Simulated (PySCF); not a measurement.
## Relaxation of singlet Zn₂F⁺

Method: PBE0/[F def2-TZVP, Zn def2-TZVP], no relativity, density fitting, PySCF. A (50,194) grid was used.

A hand-made bent start, of C2v symmetry, held to at least that symmetry:

```xyz
3
charge 1 multiplicity 1, angstrom
F     0.0000    0.0000   -0.8907
Zn    1.4610    0.0000    0.1323
Zn   -1.4610    0.0000    0.1323
```

Optimiser trace:
```json
{"step": "0", "E − E(last) (kJ/mol)": "52.15", "largest gradient (Eh/bohr)": "0.05447"}
{"step": "1", "E − E(last) (kJ/mol)": "25.21", "largest gradient (Eh/bohr)": "0.01779"}
{"step": "2", "E − E(last) (kJ/mol)": "19.94", "largest gradient (Eh/bohr)": "0.00658"}
{"step": "3", "E − E(last) (kJ/mol)": "15.99", "largest gradient (Eh/bohr)": "0.01393"}
{"step": "4", "E − E(last) (kJ/mol)": "11.00", "largest gradient (Eh/bohr)": "0.01855"}
{"step": "5", "E − E(last) (kJ/mol)": "6.44", "largest gradient (Eh/bohr)": "0.01981"}
{"step": "6", "E − E(last) (kJ/mol)": "0.42", "largest gradient (Eh/bohr)": "0.00551"}
{"step": "7", "E − E(last) (kJ/mol)": "0.23", "largest gradient (Eh/bohr)": "0.00355"}
{"step": "8", "E − E(last) (kJ/mol)": "0.00", "largest gradient (Eh/bohr)": "0.00013"}
{"step": "9", "E − E(last) (kJ/mol)": "0.00", "largest gradient (Eh/bohr)": "0.00003"}
```

It ends at C2v with F–Zn 1.963 Å (×2), Zn–Zn 2.456 Å; F–Zn–Zn 51.3° (×2), Zn–F–Zn 77.4° (after a last refinement on a finer grid). A frequency run shows a minimum. Other isomers or separated fragments may lie lower.

Final geometry:
```xyz
3
charge 1 multiplicity 1, angstrom
F     0.0000    0.0000   -1.3334
Zn    1.2278    0.0000    0.1985
Zn   -1.2278    0.0000    0.1985
```

The relaxation took about 2.7 core-minutes on a shared host.
